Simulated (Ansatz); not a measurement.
Input file for Ansatz (a program for electronic structure): R-wB97M-V/def2-TZVPP on H4OSn (SMILES [OH][SnH3]), atoms moved off the minimum. Elements past Kr take the def2 small-core potentials; no spin–orbit coupling.

Ansatz 0.2 input:
```yaml
crystal:
  periodic: [false, false, false]
  atoms:
    - {symbol: Sn, position_ang: [-0.32479684, 0.01693361, -0.01937210]}
    - {symbol: O, position_ang: [1.66407041, -0.27854121, 0.53175195]}
    - {symbol: H, position_ang: [-0.54565282, 1.63856479, -0.72505600]}
    - {symbol: H, position_ang: [-1.04945366, -0.15610501, 1.36765128]}
    - {symbol: H, position_ang: [-0.45265118, -1.21344849, -1.08452985]}
    - {symbol: H, position_ang: [2.27143848, -0.03629724, -0.04299870]}
basis:
  gaussian:
    orbitals: def2-TZVPP
hamiltonian:
  xc: {name: wB97M-V}
scf: {lower_state_search: off}
output: {forces: true}
```

The log:

```
WARN ansatz: RAYON_NUM_THREADS=1 ignored (pool sized by the plan → 1); use --threads N
Functional definition: wB97M-V
these checks for a lower state are left out or cut short: stability, starts, cluster_reference, orbital_swaps, neighbouring_geometries, increment
integrals: 0.06 GiB planned
819 factors; their error is unknown
integrals: 0.09 GiB planned
198 factors; integrals over basis functions are off by at most 8.6e-6 eV
mean field: 0.58 GiB planned
mean field evaluation 1: about -7936.3300 eV, gradient 5.5e1 eV
mean field evaluation 2: about -7931.4407 eV, gradient 7.7e1 eV
mean field evaluation 4: about -7941.4527 eV, gradient 7.2e-1 eV
mean field evaluation 8: about -7941.4984 eV, gradient 2.4e-1 eV
mean field evaluation 16: about -7941.4984 eV, gradient 2.1e-4 eV
mean field -7941.49843543 eV, -291.8446845612 hartree, gradient 4.1e-6 eV, S^2 0.000000; 0 other end points of the search recorded, 0 dependent functions left out
the calculation of the forces begins
reference -7941.49849122 eV, -291.8446866111 hartree; 17, 17 occupied and 120, 120 virtual orbitals, 819 factors
Total energy: -7941.49849122 eV, -291.8446866111 hartree
Atom 0 at    -0.324797     0.016934    -0.019372 Å, force     3.012691     1.406770    -1.151865 eV/Å
Atom 1 at     1.664070    -0.278541     0.531752 Å, force    -6.020251    -1.373423     3.983472 eV/Å
Atom 2 at    -0.545653     1.638565    -0.725056 Å, force     0.151430    -0.981370     0.383117 eV/Å
Atom 3 at    -1.049454    -0.156105     1.367651 Å, force    -1.050514    -0.217677     1.846589 eV/Å
Atom 4 at    -0.452651    -1.213448    -1.084530 Å, force    -0.390888    -0.656732    -0.761166 eV/Å
Atom 5 at     2.271438    -0.036297    -0.042999 Å, force     4.297533     1.822432    -4.300146 eV/Å
Dipole moment:    -0.371618     0.120611    -0.283958 e Å
Checks for a lower state left out: stability, starts, cluster_reference, orbital_swaps, neighbouring_geometries, increment
```

Self-consistency was reached.

Cost: around 5 core-seconds (rough).
